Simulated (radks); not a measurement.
Valence configurations of Ir II (all share [Xe]). Calculated with a radial shooting solver on a logarithmic mesh with Libxc functionals: scalar-relativistic Kohn-Sham, PBEsol, spin-unpolarised, spherical densities, finite nucleus; Fermi nuclear charge, rms radius 5.4032 fm. Order these by energy: 4f14 5d7 6s0.5 6p0.5; 4f14 5d7 6s1; 4f12 5d7 6s1 6p2; 4f12 5d9 6s1; 4f14 5d5 6s1 6p2; 4f13 5d7 6p2; 4f13 5d8 6s1; 4f14 5d7 6p1; 4f14 5d8; 4f14 5d6 6s1 6p1.

Answer. From the lowest, in eV above it: 4f14 5d8 0.000; 4f14 5d7 6s1 1.258; 4f14 5d7 6s0.5 6p0.5 4.504; 4f14 5d7 6p1 7.800; 4f14 5d6 6s1 6p1 10.545; 4f14 5d5 6s1 6p2 22.100; 4f13 5d8 6s1 61.212; 4f13 5d7 6p2 79.138; 4f12 5d9 6s1 130.84; 4f12 5d7 6s1 6p2 157.11. NIST lists [Xe] 4f14 5d7 6s1 as the ground configuration; this level of theory puts 4f14 5d8 lower, by 1.258 eV. The energies are those of spherical spin-averaged densities, not of single terms.
